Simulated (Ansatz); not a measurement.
`C[O][Ag-][P+](F)(F)F`, charge 0, multiplicity 1.

Give a relaxed structure at PBE0-D4/def2-TZVP (the Gaussian-basis code of Ansatz). (Estimate.)

The calculation gave: 
```xyz
10

C     0.104   -1.534    2.081
O     0.517   -1.502    0.755
Ag    0.200   -0.055   -0.532
P    -0.114    1.543   -2.065
F     1.121    2.200   -2.730
F    -0.862    2.817   -1.602
F    -0.935    1.214   -3.337
H     0.435   -2.475    2.543
H    -0.991   -1.490    2.198
H     0.525   -0.717    2.689
```
Point group Cs.
This is one stationary point; other conformers may exist.
